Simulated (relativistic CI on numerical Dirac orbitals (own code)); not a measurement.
**Rh²⁺: M2,3 absorption edge**

Computed with this model: Dirac-Coulomb-Breit CI, orbitals from a KLI potential per configuration, QED by a radiative potential, valence Slater integrals scaled by 0.8, multiplet model of core-to-valence dipole absorption; configurations [Kr] 4d7 → [Ne] 3s2 3p5 3d10 4s2 4p6 4d8; 80 K; Lorentzian 2 eV and Gaussian 0.4 eV FWHM. Energies are those of the free ion, without screening or charge transfer. The branching ratio is the share of the lower-energy edge in the whole absorption, uncertain by about 0.02 where the edges overlap. S is read from ⟨S²⟩ = S(S + 1).

Field parameters in Wybourne normalisation: D4h B²₀ = −7Ds, B⁴₀ = 21(Dq − Dt), B⁴₄ = 21√(5/14) Dq. The field is a parameter set, without covalency.

free ion: ground-state S = 1.48, centroid 501.81 eV, branching ratio 0.910. Peaks (eV, height): 499.5 (100), 524.8 (11).

D4h, 10Dq = 25900, Ds = -1500, Dt = -590 cm⁻¹: ground-state S = 0.51, centroid 507.14 eV, branching ratio 0.757. Peaks (eV, height): 500.8 (100), 526.0 (30).

D4h, 10Dq = 25900, Ds = -210, Dt = -590 cm⁻¹: ground-state S = 0.51, centroid 507.01 eV, branching ratio 0.758. Peaks (eV, height): 500.8 (100), 526.2 (28).

D4h, 10Dq = 25900, Ds = 430, Dt = -590 cm⁻¹: ground-state S = 0.51, centroid 506.94 eV, branching ratio 0.759. Peaks (eV, height): 501.0 (100), 525.5 (28), 526.2 (28).

The statistical ratio of this edge is 2/3 = 0.667. Values above it arise where the holes sit mainly in the j = l + 1/2 valence subshell or the ground state has high spin; values below it where core-valence Coulomb terms move weight to the upper edge, as in nearly empty shells.

Strongest unbroadened transitions for free ion:

```tsv
Energy (eV)	Relative strength
499.34	16.9
499.35	100.0
499.45	75.6
499.65	10.6
499.93	0.6
500.38	1.4
500.69	10.2
501.10	7.9
501.11	0.4
501.70	0.3
501.98	0.0
524.75	7.0
524.84	12.4
525.05	2.7
526.83	0.0
527.03	0.0
```
